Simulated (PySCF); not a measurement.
**Bond length, frequency and bond energy of CoF⁻ by level of theory**

State: quartet, unpaired electrons σ ↑, π ↑, δ ↑, a mixture of terms (⟨Lz²⟩ = 4.8). Set-up: basis Co def2-TZVPPD, F def2-TZVPPD; no relativity; PySCF 2.14. De refers to Co (3d7 4s2) + F⁻ in their high-spin ground configurations, without counterpoise correction. The functionals are run spin-unrestricted. A positive dipole points towards F; it is taken about the centre of mass and depends on that origin.

| Level | Re (Å) | ωe (cm⁻¹) | De (eV) | μ (D) |
| --- | --- | --- | --- | --- |
| UHF | 1.903 | 482 | n/a | 1.10 |
| UHF-MP2 | 1.880 | 470 | n/a | n/a |
| UHF-SCS-MP2 | 1.893 | 463 | n/a | n/a |
| PBE | 1.853 | 494 | n/a | 0.46 |
| PBEsol | 1.824 | 524 | n/a | 0.67 |
| r²SCAN | 1.833 | 528 | n/a | 0.70 |
| TPSSh | 1.846 | 511 | n/a | 0.64 |
| r²SCANh | 1.835 | 529 | n/a | 0.66 |
| PBE0 | 1.847 | 512 | n/a | 0.53 |
| r²SCAN0 | 1.839 | 527 | n/a | 0.67 |
| M06 | 1.846 | 515 | n/a | 0.31 |
| HSE06 | 1.848 | 513 | n/a | 0.48 |

The bond length runs from 1.824 Å (PBEsol) to 1.903 Å (UHF).

Correlated steps freeze 6 core orbitals. De is left out where the level can put another filling of the metal’s s and d shells below the measured ground configuration, by anything from nothing to about 1 eV. The highest Kohn–Sham level is positive in this anion. Much of that is self-interaction error, but it also means that the finite basis helps to hold the extra electron. The state is the lowest single determinant that the PBE0 search found; with open d or f shells the true ground state can be another one.

The whole job (state search and all levels along the bond) took about 6.7 min on 2 threads of Intel Xeon 6975P-C (shared host), peak memory 3.7 GiB.
